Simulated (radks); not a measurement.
The numbers below are computed, except where a source is named.
Problem. The mean radii <r> (bohr) of the occupied orbitals of an atom or ion are listed with their occupations. Code: a radial shooting solver on a logarithmic mesh with Libxc functionals. Model: Dirac Kohn-Sham, revPBE, spin-unpolarised, spherical densities, finite nucleus; Fermi nuclear charge, rms radius of each element as measured or else 0.836 A^(1/3) + 0.57 fm.

orbital  occ.      <r>
1s1/2       2  0.02274
2s1/2       2  0.09649
2p1/2       2  0.08073
2p3/2       4  0.08736
3s1/2       2   0.2545
3p1/2       2   0.2442
3p3/2       4   0.2569
3d3/2       4   0.2286
3d5/2       6   0.2326
4s1/2       2   0.5793
4p1/2       2   0.5935
4p3/2       4   0.6224
4d3/2       4   0.6652
4d5/2       6   0.6756
5s1/2       2    1.410
5p1/2       2    1.586
5p3/2       4    1.676
4f5/2       6   0.9892

Name the element and its charge. Open shells, if any, fill j = l - 1/2 first.

Solution. Z = 62, samarium, charge +2: Sm2+ in [Xe] 4f6. The 1s radius gives Z: for a bare nucleus <r> = (2 gamma + 1)/(2Z) with gamma = sqrt(1 - (Z/c)^2), 0.02245 bohr for Z = 62, and screening makes it slightly larger (0.02274 here). The occupations add up to 60, and the charge is Z minus that.
